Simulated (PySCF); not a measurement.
Excitation energy of C²⁺ by level of theory

C²⁺ [He] 2s2 (1S) → C²⁺ [He] 2s1 2p1 (3P), as a difference of total energies. Computed with PySCF 2.14 in x2c-QZVPPall (7s4p3d2f1g, 57 functions), with scalar relativity by spin-free X2C-1e. Correlated levels: valence: 1s2 frozen. The calculations carry no spin-orbit coupling.

| method | excitation energy (eV) |
| --- | --- |
| UHF | 4.656 |
| MP2 (valence) | 5.781 |
| SCS-MP2 (valence) | 6.092 |
| CCSD (valence) | 6.531 |

Task: How much does correlation contribute at MP2 (valence)?

Result: 5.781 − (4.656) = 1.125 eV, measured against UHF.

A first-order spin-orbit estimate (lowest level to lowest level, LS coupling) adds -0.007 eV.

The basis was made for the ground configuration and has no added diffuse functions, so the excitation energy can come out too high.

With two correlated electrons CCSD is exact in that space.

The coupled-cluster amplitudes are large for the lower state (T1 above 0.03 or a double amplitude above 0.15), so a single reference is strained.
